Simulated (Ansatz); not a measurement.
The first iterations of a band of AlB$_{2}$FH$_{3}$NS (9 atoms, charge 0, multiplicity 1).

Theory: RKS PBE0-D4/def2-SVP in Ansatz.

* movable images: 5
* climbing image: yes
* spring: 5.0 eV/Å²
* optimiser: quadratic models (default)
* start path: IDPP
* force threshold: 0.03 eV/Å
* iteration limit: 60
* end points: relaxed

First end point:

```xyz
9
Properties=species:S:1:pos:R:3
N -0.179 -1.821 0.972
B 0.552 -0.651 1.158
F 1.380 -0.573 2.210
Al 0.339 0.969 -0.223
B -0.043 2.335 -1.656
S -1.048 0.896 -2.010
H -0.106 -2.613 1.604
H -0.822 -1.952 0.203
H 0.015 3.364 -2.276
```

Last end point:

```xyz
9
Properties=species:S:1:pos:R:3
N -0.182 -1.819 0.975
B 0.552 -0.651 1.158
F 1.383 -0.576 2.208
Al 0.341 0.969 -0.223
B -0.041 2.334 -1.657
S -1.042 0.892 -2.014
H -0.827 -1.948 0.206
H -0.111 -2.611 1.606
H 0.015 3.364 -2.276
```

| iteration | highest image above the first end (eV) | largest band force component (eV/Å) |
| --- | --- | --- |
| 1 | 1.257 | 1.497 |
| 2 | 1.206 | 0.858 |
| 3 | 1.177 | 0.448 |
| 4 | 1.154 | 0.268 |
| 5 | 1.111 | 0.489 |
| 6 | 1.093 | 0.466 |
| 7 | 1.067 | 0.323 |
| 8 | 1.055 | 0.142 |

Task: Does the band converge within its limit, and where does its top end?

Result: It converged. It ended after 25 iterations with the highest image 0.984 eV above the first end. A vibrational analysis at the climbing image gives one clearly imaginary mode, 530i cm⁻¹: a first-order saddle point.

The run took 8.4 min on 2 threads of Intel(R) Xeon(R) Platinum 8375C CPU @ 2.90GHz (Ice Lake), on a shared host, peak memory 0.27 GiB.
